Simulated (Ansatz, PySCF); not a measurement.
C2H7BGeO2 (SMILES OB(O)/C=[CH]/[GeH3]), singlet, at a GFN2-xTB geometry, with bond 12-5 at 1.8 times its length. Base run: CASSCF(6,5)/STO-3G in PySCF.

PySCF was given this input:
```python
from pyscf import gto, scf, mcscf
import numpy

mol = gto.Mole()
mol.atom = '''
    Ge    1.99891468   -0.14196119    0.32406642
    C     0.06182033   -0.28068753    0.36096569
    C    -0.76311206    0.33581770   -0.48542135
    B    -2.33724421    0.23909411   -0.47192545
    O    -3.04473497   -0.51525628    0.41407184
    O    -3.01886032    0.94786765   -1.39475366
    H     2.52787738    0.39622003    1.61704813
    H     2.45325663    0.74937143   -0.78154984
    H     2.63463929   -1.48542754    0.14418477
    H    -0.35301029   -0.91368501    1.14066989
    H    -0.32529268    0.96262590   -1.25389353
    H    -2.11764425   -1.39580885    1.56447558
    H    -3.97032208    0.85096282   -1.33795387
'''
mol.basis = 'sto-3g'
mol.verbose = 4
mol.build()

mf = scf.RHF(mol)
mf.kernel()
mc = mcscf.CASSCF(mf, 5, 6)
mc.fix_spin_(ss=0.0)
mc.kernel()
occ = numpy.linalg.eigvalsh(mc.fcisolver.make_rdm1(mc.ci, mc.ncas, mc.nelecas))[::-1]
ss = mc.fcisolver.spin_square(mc.ci, mc.ncas, mc.nelecas)[0]
print('natural occupations', occ.round(4), ' <S^2>', round(ss, 4))
```

Programs used: Ansatz (a program for electronic structure), PySCF; a row that names a program was run with it.

Each row names what was changed in the base input (with any setting that the change needs).

| change | ΔE vs base (kcal/mol) | natural occupations | <S^2> of the state |
|---|---|---|---|
| base | 0.000 | 2.00 1.88 1.65 0.35 0.12 | 0.00 |
| state_average = 2 states | 2.18 | - | - |
| fix_spin_ = off | 0.000 | 2.00 1.88 1.65 0.35 0.12 | 0.00 |
| active space = 4 electrons, 4 orbitals | 0.70 | 1.88 1.66 0.34 0.12 | 0.00 |
| conv_tol = 1e-5 | 0.000 | 2.00 1.88 1.65 0.35 0.12 | 0.00 |
| code = ansatz | 0.015 | - | - |
| correction = SC-NEVPT2 | -140.7 | 2.00 1.88 1.65 0.35 0.12 | 0.00 |
| code = ansatz; correction = SC-NEVPT2, all electrons | -140.8 | - | - |
| orbitals = fixed (CASCI); correction = SC-NEVPT2 | -144.0 | 2.00 1.95 1.74 0.26 0.05 | 0.00 |
| active space = 8 electrons, 7 orbitals | -9.96 | 2.00 1.99 1.88 1.67 0.33 0.12 0.01 | 0.00 |
| orbitals = fixed (CASCI) | 38.11 | 2.00 1.95 1.74 0.26 0.05 | 0.00 |

Active orbitals are taken around the Fermi level unless the row says otherwise; CASSCF can end in different local minima, and two programs can end on different orbitals. State-averaged rows give the lowest state.
